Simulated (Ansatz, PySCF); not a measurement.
Breaking a bond: GaH, singlet.

RCCSD = CCSD on RHF/aug-cc-pVDZ, cores with 3d frozen in Ansatz (a program for electronic structure); RMP2/3-21G = restricted MP2 (frozen core)/3-21G (PySCF); RKS-B3LYP/6-31G* = restricted B3LYP/6-31G*, spherical d in PySCF 2.14.0; UMP2 = MP2 on UHF/aug-cc-pVDZ, cores with 3d frozen (Ansatz); UKS-BP86/6-31G* = PySCF with unrestricted BP86/6-31G*, spherical d.

Energies are in kJ/mol, each relative to the lowest point of its own curve near equilibrium.

```tsv
R / Å	RCCSD	RMP2/3-21G	RKS-B3LYP/6-31G*	UMP2	UKS-BP86/6-31G*
1.24	181.2	167.1	182.3	189.7	184.5
1.35	86.0	81.9	87.9	91.7	90.1
1.44	40.4	40.1	42.3	43.6	44.1
1.50	21.4	22.1	22.9	22.7	24.5
1.56	9.3	10.2	10.3	8.5	11.5
1.62	2.5	3.1	3.1	2.1	3.8
1.68	0.0	0.0	0.0	0.0	0.2
1.74	0.8	0.2	0.3	1.3	0.0
1.79	3.5	2.4	2.6	4.4	1.8
1.82	5.8	4.5	4.7	7.0	3.7
1.95	20.4	18.9	18.7	23.1	16.5
2.06	36.7	35.8	34.9	40.8	31.6
2.26	70.4	72.3	69.4	77.6	64.2
2.51	113.6	120.6	115.3	142.8	107.7
2.78	156.6	170.7	162.8	193.4	152.6
3.00	187.3	208.3	198.1	217.3	185.5
3.33	224.8	258.0	244.2	237.3	223.7
3.65	251.6	297.9	281.2	246.9	246.4
4.17	—	343.7	327.5	253.5	267.4
4.54	—	361.2	351.8	255.4	275.8
4.93	—	366.5	371.3	256.3	281.2
5.92	—	334.8	400.9	256.9	287.1
6.65	—	289.2	411.6	257.0	—
```

At the longest distance, 6.65 Å, RKS-B3LYP/6-31G* lies highest above its minimum (411.6 kJ/mol) and UMP2 lowest (257.0 kJ/mol).

The RMP2/3-21G curve passes through a maximum at 4.93 Å and then falls by 77.3 kJ/mol up to the last usable point.

A dash means that the run gave no value there, or that the column was ended at a point which the program doubted or which failed a test of continuity chosen for this set; such a test can also cut sound points.

The T1 diagnostic of CCSD on the restricted reference of RCCSD exceeds 0.045 at 3.00 to 6.65 Å. The restricted form behind RMP2/3-21G, RKS-B3LYP/6-31G* keeps the bonding electrons paired and can't separate into open-shell fragments. The unrestricted determinant behind UMP2 is spin-contaminated at 1.24 to 1.50, 2.51 to 6.65 Å (<S²> up to 1.0, against 0.00 for a pure singlet). The unrestricted determinant behind UKS-BP86/6-31G* is spin-contaminated at 3.33 to 6.65 Å (<S²> up to 1.0, against 0.00 for a pure singlet).
